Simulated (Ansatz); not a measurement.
Start from `CB(C)S` and change one atom or group to get `C#CB(C)C`.

Ansatz, PBE0-D4/def2-TZVP geometries, multiplicity 1. Each molecule was computed in one conformer, which needn't be the lowest.

| property | `CB(C)S` |
| --- | --- |
| zero-point energy (PBE0-D4/def2-TZVP) / kJ/mol | 229.0 |
| HOMO energy (PBE/def2-TZVPP) / eV | -6.66 |
| HOMO–LUMO gap (ωB97M-V/def2-TZVPP) / eV | 11.71 |
| ideal-gas entropy at 298 K and 1 bar (rigid rotor, harmonic PBE0-D4/def2-TZVP) / J/(mol·K) | 329 |
| LUMO energy (PBE0/def2-TZVPP) / eV | -0.34 |
| LUMO energy (PBE/def2-TZVPP) / eV | -1.31 |

**Question.** Give the same properties after the change, and the shifts. (An estimate is asked.)

**Answer.** The calculation gave: 
```tsv
property	`C#CB(C)C`	shift
zero-point energy (PBE0-D4/def2-TZVP) / kJ/mol	251.4	22.4
HOMO energy (PBE/def2-TZVPP) / eV	-6.54	0.12
HOMO–LUMO gap (ωB97M-V/def2-TZVPP) / eV	10.66	-1.05
ideal-gas entropy at 298 K and 1 bar (rigid rotor, harmonic PBE0-D4/def2-TZVP) / J/(mol·K)	335	6
LUMO energy (PBE0/def2-TZVPP) / eV	-1.41	-1.07
LUMO energy (PBE/def2-TZVPP) / eV	-2.36	-1.05
```

With PBE0 the HOMO rises by 0.06 eV and the LUMO falls by 1.07 eV, so the gap narrows by about 1.13 eV. PBE moves the HOMO by 0.12 eV and ωB97M-V by 0.00 eV. The zero-point energy changes by 22.4 kJ/mol with +3 modes.
